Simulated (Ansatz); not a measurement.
Relaxation of FH5W (7 atoms, charge 0, multiplicity 1), to a largest force component of 0.03 eV/Å in at most 50 steps.

Computed with RKS PBE0/def2-SVP (Ansatz).

```xyz
7
Properties=species:S:1:pos:R:3
W -0.051 0.210 0.368
F 0.728 0.307 2.045
H 1.352 -0.720 0.270
H -0.137 1.697 -0.449
H -1.523 -0.628 0.407
H -0.164 -1.146 -0.593
H 0.735 0.280 -1.109
```

Task: Where does it end, and by what steps?

Result: The forces met the threshold. After 4 steps the energy has fallen by 0.097 eV; H3 moved furthest, 0.18 Å.

```json
{"step": "0", "energy less start (eV)": "0.0000", "largest force component (eV/Å)": "0.681", "accepted": "yes"}
{"step": "1", "energy less start (eV)": "-0.0753", "largest force component (eV/Å)": "0.312", "accepted": "yes"}
{"step": "2", "energy less start (eV)": "-0.0845", "largest force component (eV/Å)": "0.235", "accepted": "yes"}
{"step": "3", "energy less start (eV)": "-0.0964", "largest force component (eV/Å)": "0.055", "accepted": "yes"}
{"step": "4", "energy less start (eV)": "-0.0967", "largest force component (eV/Å)": "0.025", "accepted": "yes"}
```

```xyz
7
Properties=species:S:1:pos:R:3
W -0.019 0.184 0.386
F 0.691 0.361 2.100
H 1.316 -0.736 0.096
H -0.162 1.667 -0.425
H -1.534 -0.578 0.379
H -0.146 -1.216 -0.523
H 0.793 0.319 -1.072
```

Whether the end is a true minimum wasn't checked by a vibrational analysis.

The run took 15 s on 1 thread of Arm Neoverse V1, on a shared host, peak memory 0.12 GiB.
